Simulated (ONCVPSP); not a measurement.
## An all-electron radial function and its pseudo partner (boron)

Columns: radius, all-electron u(r) and pseudo u(r) of the 2p shell (level -3.73 eV) of boron in the configuration [He] 2s1.75 2p1.25; PBE, scalar-relativistic, ONCV scheme, ONCVPSP 4.0.1.

| r (bohr) | all-electron | pseudo |
| --- | --- | --- |
| 0.160 | 0.0611 | 0.0182 |
| 0.320 | 0.1749 | 0.0706 |
| 0.480 | 0.2911 | 0.1507 |
| 0.640 | 0.3921 | 0.2490 |
| 0.800 | 0.4732 | 0.3547 |
| 0.960 | 0.5362 | 0.4568 |
| 1.120 | 0.5817 | 0.5460 |
| 1.280 | 0.6108 | 0.6155 |
| 1.440 | 0.6258 | 0.6616 |
| 1.600 | 0.6291 | 0.6837 |
| 1.760 | 0.6233 | 0.6840 |
| 1.920 | 0.6105 | 0.6667 |
| 2.080 | 0.5924 | 0.6374 |
| 2.240 | 0.5705 | 0.6017 |
| 2.400 | 0.5461 | 0.5645 |
| 2.560 | 0.5201 | 0.5289 |
| 2.720 | 0.4933 | 0.4964 |
| 2.880 | 0.4663 | 0.4669 |
| 3.040 | 0.4394 | 0.4395 |
| 3.200 | 0.4132 | 0.4132 |
| 3.360 | 0.3877 | 0.3877 |
| 3.520 | 0.3632 | 0.3632 |
| 3.680 | 0.3397 | 0.3397 |
| 3.840 | 0.3174 | 0.3174 |
| 4.000 | 0.2962 | 0.2962 |
| 4.160 | 0.2761 | 0.2761 |

(1) How many radial nodes do the two functions have?

(2) At about which radius was the pseudo-wave matched?

(3) Where does each function peak?

(4) Is the pseudo-wave norm-conserving?

Results:

(1) The all-electron 2p function has n − l − 1 = 0; the pseudo-wave has 0.

(2) 3.20 bohr, where the columns begin to agree (steps of 0.16 bohr).

(3) Outermost all-electron maximum near 1.60 bohr, pseudo maximum near 1.76 bohr (to the table’s step).

(4) Yes: the ONCV scheme keeps the norm inside the radius equal to the all-electron one, which fixes the energy derivative of the logarithmic derivative at the level.
